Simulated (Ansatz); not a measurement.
A nudged elastic band was laid between two geometries of ClH + F3H2NTi (9 atoms, charge 0, multiplicity 1).

The calculation used RKS BHLYP-D4/def2-SVP (Ansatz).

| Item | Value |
| --- | --- |
| movable images | 7 |
| climbing image | yes |
| spring | 5.0 eV/Å² |
| optimiser | quadratic models (default) |
| start path | straight line |
| force threshold | 0.03 eV/Å |
| iteration limit | 60 |
| end points | relaxed |

First end point:

```xyz
9
Properties=species:S:1:pos:R:3
Ti 0.169 -0.041 0.137
N 0.033 -0.044 1.991
H 0.119 -0.892 2.539
H 0.270 0.763 2.553
F 1.835 -0.166 -0.318
F -0.414 1.480 -0.429
F -0.642 -1.447 -0.448
Cl -3.218 0.225 1.440
H -2.033 0.133 1.943
```

Last end point:

```xyz
9
Properties=species:S:1:pos:R:3
Ti -0.641 0.540 0.180
N -0.091 -0.681 2.037
H -0.728 -1.458 2.164
H 0.846 -1.058 1.952
F 0.909 1.243 0.528
F -1.017 1.445 -1.244
F -0.658 -1.051 -0.516
Cl -2.375 1.148 1.432
H -0.125 -0.116 2.876
```

(1) Which bonds break or form, and what moves?

(2) What energy profile does the band end with?

(3) What is the geometry of the highest image?

Answers

(1) Bonds broken: Cl8–H9. Bonds formed: Ti1–Cl8, N2–H9. ClH + F3H2NTi becomes ClF3H3NTi.

(2) The run converged. The highest image is number 1 of 0 to 8, 19.7 kJ/mol above the first end and 171.4 kJ/mol above the last; the last end lies 151.8 kJ/mol below the first. Another band between the same ends (7 images) ends at a top of the same energy, where a vibrational analysis finds 1 clearly imaginary mode. The orbitals stay closed-shell, which can raise the energy where a bond breaks towards radicals; this wasn't checked here.

| image | path coordinate (Å) | energy (kJ/mol) | Cl8–H9 (Å) | Ti1–Cl8 (Å) | N2–H9 (Å) |
| --- | --- | --- | --- | --- | --- |
| 0 | 0.00 | 0.0 | 1.29 | 3.64 | 2.07 |
| 1 | 0.85 | 19.7 | 1.43 | 2.86 | 1.46 |
| 2 | 1.62 | -90.9 | 2.05 | 2.43 | 1.03 |
| 3 | 2.39 | -122.2 | 2.56 | 2.29 | 1.01 |
| 4 | 3.16 | -129.7 | 2.61 | 2.27 | 1.01 |
| 5 | 3.92 | -145.8 | 2.69 | 2.24 | 1.01 |
| 6 | 4.69 | -147.2 | 2.79 | 2.22 | 1.01 |
| 7 | 5.45 | -150.8 | 2.80 | 2.22 | 1.01 |
| 8 | 6.22 | -151.8 | 2.96 | 2.22 | 1.01 |

(3) 
```xyz
9
Properties=species:S:1:pos:R:3
Ti -0.158 0.002 0.155
N -0.116 -0.063 2.108
H 0.129 -0.948 2.538
H 0.383 0.680 2.585
F 1.518 -0.151 -0.206
F -0.496 1.563 -0.483
F -0.795 -1.403 -0.605
Cl -2.777 0.222 1.281
H -1.567 0.109 2.036
```

Run time: 8 min on 4 threads of Intel(R) Xeon(R) Platinum 8375C CPU @ 2.90GHz (Ice Lake) (shared host), peak memory 0.37 GiB.
